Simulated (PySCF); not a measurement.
**Calculated NMR data**

PySCF calculation with GFN2-xTB structure, GIAO PBE0/pcSseg-1 shieldings and B3LYP/pcJ-1 coupling constants (spin–dipole term left out of most H,H and C,H couplings); equivalent nuclei averaged, a single conformation, relativity neglected, gas phase.

Referencing at the same level of theory: ¹H (31.72 ppm) and ¹³C (186.93 ppm) vs TMS. Multiplet labels drop J under 1 Hz and among equivalent protons, and merge close values. Unscaled 3J(H,H) run several per cent high. Where no couplings were computed, multiplicities follow the n + 1 count of equivalent neighbours, and m marks all less simple cases (inequivalent or close neighbours, rings, F or P nearby). Shifts are as computed. Against solution values, carbons near 30 ppm lie about +3 ppm off and those near 130 ppm about +5 ppm. Of 1211 compounds with measured shifts, 218 miss one by over three times the rms of a fit or turn the order of signals round; such compounds aren't used in these exercises.

**1.** `InChI=1S/C7H7N3/c1-2-4-10-5-3-7(6-8)9-10/h2-3,5H,1,4H2`. ¹H NMR (600 MHz, computed): δ 7.39 (m, 1H), 6.89 (m, 1H), 6.33 (m, 1H), 5.64 (m, 1H), 5.48 (m, 1H), 4.80 (d, 2H). ¹³C{¹H} NMR (computed): δ 145.0, 133.6, 130.0, 124.6, 121.9, 119.4, 60.0.

**2.** cyclohexene (C1=CCCCC1, C6H10). ¹H NMR (600 MHz, computed): δ 6.02 (m, 2H), 2.14 (m, 4H), 1.62 (m, 4H). ¹³C{¹H} NMR (computed): δ 135.0 (CH), 29.7 (CH2), 26.4 (CH2).
